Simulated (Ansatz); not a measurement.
Relaxation of AlClH₄OSi (8 atoms, charge 0, multiplicity 1), to a largest force component of 0.03 eV/Å in at most 50 steps.

These are results of Ansatz, RKS r2SCAN/def2-SVP, not measurements.

```xyz
8
Properties=species:S:1:pos:R:3
Al 0.362 0.094 -0.387
O 0.456 -0.194 1.314
Si -0.252 -0.496 2.785
H -1.363 -1.492 2.657
H 0.775 -1.049 3.715
H -0.826 0.756 3.368
H 1.901 0.117 -0.408
Cl -1.288 0.283 -1.650
```

Task: Where does it end, and by what steps?

Result: It converged. After 7 steps the energy has fallen by 0.607 eV; H7 moved furthest, 0.45 Å.

| step | energy less start (eV) | largest force component (eV/Å) | accepted |
| --- | --- | --- | --- |
| 0 | 0.0000 | 1.469 | yes |
| 1 | -0.3513 | 1.058 | yes |
| 2 | -0.5522 | 0.703 | yes |
| 3 | -0.5669 | 0.682 | yes |
| 4 | -0.6042 | 0.130 | yes |
| 5 | -0.6068 | 0.094 | yes |
| 6 | -0.6070 | 0.032 | yes |
| 7 | -0.6071 | 0.002 | yes |

```xyz
8
Properties=species:S:1:pos:R:3
Al 0.517 0.083 -0.310
O 0.203 -0.219 1.321
Si -0.337 -0.516 2.856
H -1.434 -1.529 2.833
H 0.783 -1.038 3.694
H -0.851 0.744 3.468
H 1.986 0.211 -0.838
Cl -1.105 0.284 -1.629
```

The run took 14 s on 2 threads of Intel(R) Xeon(R) 6975P-C (Granite Rapids) (shared host), peak memory 0.18 GiB.
